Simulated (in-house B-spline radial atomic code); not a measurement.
Configurations of P II (P+), with energies counted from [Ne] 3s2 3p2. Computed with a radial B-spline atomic code at the basis-set limit: scalar-relativistic (X2C) BHandHLYP, spin-polarised, spherical fractional occupations, Fermi nucleus of rms radius 3.1889 fm. Shells without spins written out take the highest spin.

Caution: exact exchange at fractional occupations of open shells leaves self-interaction of up to several eV.

Occupations are held fixed; configurations that lie above the ionisation limit could autoionise.

```
                                          configuration  E - E(ref) (eV)  highest orbital  its <r> (bohr)
                              [Ne] 3s2 3p(1 up, 1 down)           2.5289            3p up           2.212
                 [Ne] 3s(1 up, 0 down) 3p(1 up, 2 down)           12.446            3p up           2.162
                                       [Ne] 3s2 3p1 4d1           15.942            4d up           8.584
                                       [Ne] 3s1 3p2 3d1            19.27            3d up           3.441
[Ne] 3s(0 up, 1 down) 3p(2 up, 0 down) 4f(1 up, 0 down)           27.418            4f up           9.554
         [He] 2s2 2p(2 up, 3 down) 3s2 3p(1 up, 2 down)           140.52            3p up           2.037
                               [He] 2s2 2p5 3s2 3p2 3d1           151.35            3d up           3.145
```

Question: Order these further configurations by energy, lowest first.
A. [Ne] 3s1 3p2 4d1
B. [He] 2s2 2p5 3s2 3p2 4d1
C. [Ne] 3s2 3p1 4p1
D. [Ne] 3s2 3p1 4s1
E. [Ne] 3s1 3p2 4p1

Answer: D (10.784 eV), C (13.511 eV), E (20.558 eV), A (22.984 eV), B (155.44 eV).

Question: How far above the reference does [Ne] 3s2 3p(0 up, 1 down) 4d(1 up, 0 down) lie?

Answer: 16.022 eV; its least bound orbital is 4d up with <r> = 8.773 bohr.

Question: How far above the reference does [Ne] 3s1 3p3 lie?

Answer: 4.2326 eV; its least bound orbital is 3p up with <r> = 2.063 bohr.

Question: How far above the reference does [He] 2s2 2p5 3s2 3p3 lie?

Answer: 134.52 eV; its least bound orbital is 3p up with <r> = 1.904 bohr.
